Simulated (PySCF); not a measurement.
**Telling isomers of C6H9N3 apart by NMR**

All values are calculated (PySCF 2.14.0 with density-fitted response routines): PBE0/pcSseg-1 with gauge-including orbitals, geometry from PBE0-D3(BJ)/def2-SVP. Gas phase, single conformer, non-relativistic, equivalent nuclei averaged.

References, each an isolated molecule treated in the same way: 1H, 13C vs TMS. Where no couplings were computed, multiplicities follow the n + 1 count of equivalent neighbours, and m marks all less simple cases (inequivalent or close neighbours, rings, F or P nearby). Shifts are as computed. Against solution values, carbons near 30 ppm lie about +2 ppm off and those near 130 ppm about +5 ppm (rms about the fit 1.9 ppm; single classes can miss by 10 ppm). Of 1328 compounds with measured shifts, 309 miss one by over three times the rms of a fit or turn the order of signals round; such compounds aren't used in these exercises. Signals without a measured value on file couldn't be tested in this way; 1H shifts scatter by 0.2 ppm about their fit, and single ones miss by 0.5 ppm. OH and NH positions are gas-phase values without hydrogen bonding to other molecules.

(1) Tabulate the signals of `Cc1n[nH]nc1C1CC1`, `C=CCn1cc(C)nn1`, `C=Cn1cc(CC)nn1`, `C=Cn1c(C)nnc1C` and their relative energies.

(2) What is the quickest way to tell C=CCn1cc(C)nn1 from C=Cn1c(C)nnc1C?

(3) What is the quickest way to tell C=CCn1cc(C)nn1 from C=Cn1cc(CC)nn1?

(4) What is the quickest way to tell C=Cn1cc(CC)nn1 from C=Cn1c(C)nnc1C?

Answers

(1) 
```tsv
SMILES	carbon types	δC	δH	E rel. (kcal/mol)
Cc1n[nH]nc1C1CC1	2×C 1×CH 2×CH2 1×CH3	152.3, 143.9, 12.9, 11.5, 7.6	9.89 (br s, 1H), 2.40 (s, 3H), 1.52 (m, 1H), 0.98 (m, 2H), 0.97 (m, 2H)	8.2
C=CCn1cc(C)nn1	1×C 2×CH 2×CH2 1×CH3	147.5, 143.8, 127.4, 124.5, 54.9, 12.8	7.27 (s, 1H), 6.15 (m, 1H), 5.75 (m, 1H), 5.58 (m, 1H), 4.77 (d, 2H), 2.43 (s, 3H)	16.1
C=Cn1cc(CC)nn1	1×C 2×CH 2×CH2 1×CH3	154.0, 139.9, 118.5, 103.2, 22.6, 16.7	7.56 (s, 1H), 7.47 (m, 1H), 5.43 (m, 1H), 5.08 (m, 1H), 2.60 (q, 2H), 1.42 (t, 3H)	14.7
C=Cn1c(C)nnc1C	2×C 1×CH 1×CH2 2×CH3	152.2, 134.8, 105.1, 14.4	6.76 (m, 1H), 5.43 (m, 1H), 5.00 (m, 1H), 2.47 (s, 6H)	0.0
```

Energies are electronic energies at PBE0/pcSseg-1 on these geometries, without zero-point or thermal terms, each for the one conformer computed, which needn't be the lowest.

(2) Count the carbon signals: 6 against 4. The first has an allylic sp3 CH2 bonded to N at 54.9 ppm, the second a terminal =CH2 carbon at 105.1 ppm. Their most deshielded carbons lie at 147.5 and 152.2 ppm. In the proton spectra the most deshielded non-exchanging signals are 7.27 (s, 1H) and 6.76 (m, 1H).

(3) Both give the same number of carbon signals, with the same numbers of each carbon type, so the positions decide. The first has an allylic sp3 CH2 bonded to N at 54.9 ppm, the second an sp3 CH2 on an aromatic ring at 22.6 ppm. Their most deshielded carbons lie at 147.5 and 154.0 ppm.

(4) Count the carbon signals: 6 against 4. The first has an sp3 CH2 on an aromatic ring at 22.6 ppm, the second an alkene CH at 134.8 ppm. Their most deshielded carbons lie at 154.0 and 152.2 ppm. In the proton spectra the most deshielded non-exchanging signals are 7.56 (s, 1H) and 6.76 (m, 1H).
